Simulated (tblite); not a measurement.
Adamantane radical cation, C10H16 (charge +1 and doublet state).
Bonds: C1–C2, C2–C3, C3–C4, C4–C5, C5–C6, C6–C7, C7–C8, C8–C9, C8–C10, C1–C6, C2–C9, C4–C10. Hydrogens: H11, H12 on C1; H13 on C2; H14, H15 on C3; H16 on C4; H17, H18 on C5; H19 on C6; H20, H21 on C7; H22 on C8; H23, H24 on C9; H25, H26 on C10.

Computed with GFN2-xTB (tblite), gas phase: L-BFGS steps from a force-field or distance-geometry start until the largest atomic force falls under 0.01 eV/Å.

Step 8: E = -793.4773 eV
```
atom  x, y, z in Å  |  force x, y, z in eV/Å
C1      1.6232   -0.1897    0.7005   -0.017  -0.009  -0.004
C2      1.2433    0.7601   -0.4750    0.019   0.023   0.035
C3      0.6967   -0.0850   -1.6106   -0.005  -0.008  -0.011
C4     -0.5687   -0.8071   -1.1783   -0.024  -0.010   0.030
C5     -0.1966   -1.7643   -0.0051   -0.005   0.027   0.001
C6      0.3485   -0.8985    1.1100    0.005  -0.039   0.058
C7     -0.6898    0.0690    1.6367    0.012  -0.006  -0.043
C8     -1.0602    1.0187    0.4569    0.003  -0.007   0.012
C9      0.2042    1.7461    0.0279   -0.030   0.008  -0.008
C10    -1.6153    0.1729   -0.6756   -0.029   0.004  -0.026
H11     2.3801   -0.8959    0.3585    0.000   0.028   0.004
H12     2.0347    0.3998    1.5203    0.000  -0.003  -0.031
H13     2.1576    1.2793   -0.7771    0.002   0.003  -0.019
H14     0.4528    0.5687   -2.4524    0.033  -0.002  -0.069
H15     1.4471   -0.7882   -1.9733    0.014  -0.038   0.038
H16    -0.9679   -1.4205   -1.9910    0.004   0.015  -0.003
H17     0.5468   -2.4826   -0.3520   -0.030   0.012  -0.006
H18    -1.0915   -2.3044    0.3066    0.024   0.009  -0.020
H19     0.6148   -1.5728    1.9444   -0.002   0.002  -0.006
H20    -0.2987    0.6618    2.4636   -0.022   0.003  -0.011
H21    -1.5903   -0.4492    1.9676    0.014   0.021  -0.001
H22    -1.8126    1.7234    0.8234    0.014  -0.011  -0.018
H23     0.6009    2.3574    0.8390    0.019  -0.036   0.048
H24    -0.0512    2.4359   -0.7820    0.021   0.057   0.015
H25    -1.9033    0.8335   -1.4998   -0.056  -0.019   0.002
H26    -2.5257   -0.3459   -0.3697    0.034  -0.024   0.034
```

Step 9: E = -793.4783 eV
```
atom  x, y, z in Å  |  force x, y, z in eV/Å
C1      1.6228   -0.1895    0.7002   -0.005  -0.007   0.001
C2      1.2444    0.7609   -0.4738   -0.014   0.016  -0.036
C3      0.6969   -0.0856   -1.6107    0.006  -0.001   0.002
C4     -0.5700   -0.8079   -1.1774    0.011   0.024  -0.033
C5     -0.1969   -1.7636   -0.0056    0.003   0.016   0.016
C6      0.3483   -0.8981    1.1101    0.011  -0.038   0.032
C7     -0.6897    0.0689    1.6361    0.003   0.009  -0.046
C8     -1.0611    1.0188    0.4567    0.019   0.005   0.012
C9      0.2039    1.7469    0.0288   -0.008  -0.013  -0.017
C10    -1.6166    0.1726   -0.6755    0.000  -0.006  -0.018
H11     2.3801   -0.8950    0.3579    0.001   0.019   0.006
H12     2.0345    0.4004    1.5190    0.006  -0.001  -0.014
H13     2.1596    1.2798   -0.7779   -0.033  -0.010  -0.001
H14     0.4541    0.5680   -2.4541    0.039  -0.023  -0.041
H15     1.4484   -0.7908   -1.9715   -0.020  -0.006   0.049
H16    -0.9682   -1.4214   -1.9920    0.010   0.032   0.026
H17     0.5462   -2.4817   -0.3529   -0.023   0.007  -0.004
H18    -1.0913   -2.3034    0.3057    0.009  -0.006  -0.009
H19     0.6146   -1.5724    1.9437    0.002  -0.010   0.006
H20    -0.2993    0.6624    2.4624   -0.015   0.007  -0.001
H21    -1.5902   -0.4484    1.9669    0.002   0.010   0.005
H22    -1.8132    1.7236    0.8239    0.016  -0.013  -0.023
H23     0.6018    2.3557    0.8414    0.007  -0.030   0.039
H24    -0.0503    2.4377   -0.7809    0.021   0.054   0.024
H25    -1.9052    0.8325   -1.4993   -0.062  -0.013  -0.007
H26    -2.5248   -0.3477   -0.3678    0.014  -0.023   0.033
```

Step 10: E = -793.4792 eV
```
atom  x, y, z in Å  |  force x, y, z in eV/Å
C1      1.6223   -0.1896    0.7001    0.005   0.008  -0.008
C2      1.2449    0.7619   -0.4734   -0.036  -0.003  -0.071
C3      0.6971   -0.0862   -1.6107    0.011   0.013   0.000
C4     -0.5709   -0.8079   -1.1771    0.040   0.042  -0.059
C5     -0.1971   -1.7628   -0.0057    0.002   0.007   0.010
C6      0.3482   -0.8982    1.1103    0.014  -0.025   0.005
C7     -0.6895    0.0689    1.6350   -0.010   0.021  -0.029
C8     -1.0615    1.0189    0.4563    0.027   0.007   0.001
C9      0.2036    1.7474    0.0295    0.016  -0.012  -0.022
C10    -1.6176    0.1723   -0.6756    0.016  -0.005  -0.009
H11     2.3801   -0.8938    0.3574    0.005   0.006   0.004
H12     2.0344    0.4010    1.5175    0.009   0.003   0.004
H13     2.1608    1.2799   -0.7785   -0.050  -0.014   0.009
H14     0.4561    0.5669   -2.4563    0.044  -0.042  -0.014
H15     1.4492   -0.7932   -1.9689   -0.040   0.013   0.053
H16    -0.9682   -1.4216   -1.9924    0.009   0.035   0.035
H17     0.5453   -2.4808   -0.3538   -0.010  -0.002  -0.005
H18    -1.0910   -2.3026    0.3047   -0.008  -0.017   0.003
H19     0.6145   -1.5722    1.9430    0.006  -0.023   0.023
H20    -0.3002    0.6631    2.4612   -0.008   0.009   0.004
H21    -1.5899   -0.4475    1.9662   -0.007   0.000   0.007
H22    -1.8133    1.7234    0.8240    0.010  -0.008  -0.022
H23     0.6027    2.3533    0.8442   -0.005  -0.028   0.027
H24    -0.0490    2.4404   -0.7793    0.021   0.046   0.034
H25    -1.9082    0.8313   -1.4990   -0.063  -0.009  -0.010
H26    -2.5237   -0.3498   -0.3654    0.000  -0.022   0.030
```

Step 11: E = -793.4807 eV
```
atom  x, y, z in Å  |  force x, y, z in eV/Å
C1      1.6214   -0.1894    0.6995    0.019   0.030  -0.021
C2      1.2451    0.7635   -0.4739   -0.054  -0.031  -0.090
C3      0.6977   -0.0871   -1.6107    0.012   0.029  -0.003
C4     -0.5719   -0.8069   -1.1775    0.063   0.057  -0.067
C5     -0.1974   -1.7611   -0.0060   -0.002  -0.011  -0.008
C6      0.3482   -0.8984    1.1106    0.014   0.006  -0.031
C7     -0.6893    0.0693    1.6326   -0.022   0.028   0.011
C8     -1.0618    1.0192    0.4553    0.030   0.010  -0.024
C9      0.2034    1.7483    0.0305    0.044  -0.008  -0.020
C10    -1.6193    0.1715   -0.6757    0.030   0.001   0.007
H11     2.3802   -0.8915    0.3566    0.011  -0.014  -0.001
H12     2.0345    0.4022    1.5149    0.011   0.008   0.028
H13     2.1621    1.2800   -0.7795   -0.067  -0.013   0.016
H14     0.4607    0.5638   -2.4606    0.047  -0.058   0.015
H15     1.4500   -0.7978   -1.9629   -0.052   0.032   0.047
H16    -0.9681   -1.4214   -1.9925    0.006   0.031   0.033
H17     0.5433   -2.4789   -0.3556    0.012  -0.017  -0.006
H18    -1.0907   -2.3013    0.3028   -0.030  -0.028   0.018
H19     0.6143   -1.5722    1.9421    0.010  -0.037   0.042
H20    -0.3020    0.6645    2.4588    0.004   0.011   0.011
H21    -1.5895   -0.4458    1.9650   -0.019  -0.015   0.007
H22    -1.8134    1.7229    0.8238    0.002   0.001  -0.020
H23     0.6042    2.3482    0.8499   -0.020  -0.026   0.001
H24    -0.0461    2.4462   -0.7755    0.018   0.034   0.045
H25    -1.9151    0.8288   -1.4986   -0.059  -0.007  -0.009
H26    -2.5215   -0.3541   -0.3602   -0.008  -0.014   0.020
```

**Question.** Estimate the geometry and energy of step 12. (The exact step hangs on the optimiser's Hessian estimate; all steps are aligned on step 11, rigid shifts and turns removed.)

**Answer.** E = -793.4824 eV, largest force 0.096 eV/Å
```
atom  x, y, z in Å  |  force x, y, z in eV/Å
C1      1.6206   -0.1887    0.6983    0.029   0.043  -0.027
C2      1.2445    0.7649   -0.4757   -0.049  -0.046  -0.068
C3      0.6985   -0.0877   -1.6109    0.006   0.032  -0.008
C4     -0.5721   -0.8049   -1.1787    0.057   0.047  -0.046
C5     -0.1979   -1.7592   -0.0066   -0.007  -0.026  -0.026
C6      0.3485   -0.8985    1.1106    0.010   0.031  -0.050
C7     -0.6893    0.0702    1.6299   -0.026   0.023   0.048
C8     -1.0618    1.0197    0.4535    0.022   0.012  -0.040
C9      0.2038    1.7492    0.0315    0.053  -0.002  -0.013
C10    -1.6210    0.1707   -0.6757    0.031   0.008   0.016
H11     2.3806   -0.8889    0.3555    0.014  -0.029  -0.006
H12     2.0347    0.4039    1.5122    0.008   0.012   0.043
H13     2.1624    1.2798   -0.7806   -0.066  -0.003   0.012
H14     0.4673    0.5590   -2.4658    0.042  -0.057   0.025
H15     1.4502   -0.8029   -1.9547   -0.044   0.036   0.029
H16    -0.9679   -1.4205   -1.9921    0.001   0.022   0.013
H17     0.5412   -2.4770   -0.3579    0.031  -0.029  -0.006
H18    -1.0908   -2.3001    0.3008   -0.042  -0.029   0.028
H19     0.6142   -1.5727    1.9416    0.008  -0.033   0.042
H20    -0.3041    0.6665    2.4560    0.017   0.012   0.020
H21    -1.5894   -0.4439    1.9636   -0.028  -0.026   0.006
H22    -1.8134    1.7223    0.8231   -0.005   0.014  -0.019
H23     0.6058    2.3414    0.8569   -0.029  -0.021  -0.023
H24    -0.0421    2.4541   -0.7699    0.015   0.020   0.049
H25    -1.9247    0.8255   -1.4981   -0.048  -0.009  -0.002
H26    -2.5186   -0.3596   -0.3535   -0.003   0.000   0.005
```

The energy changes by -0.0017 eV. The first-order estimate −F·Δx gives -0.0023 eV and the mean of the old and new forces, exact on a quadratic surface, -0.0017 eV. The step makes an angle of 70° with the force vector and moves no atom by more than 0.010 Å.

What follows is the cost of the whole relaxation. The run took 0.18 s wall on Arm Neoverse V2, one thread, no GPU, shared host with 96 logical CPUs at a one-minute load of 40.
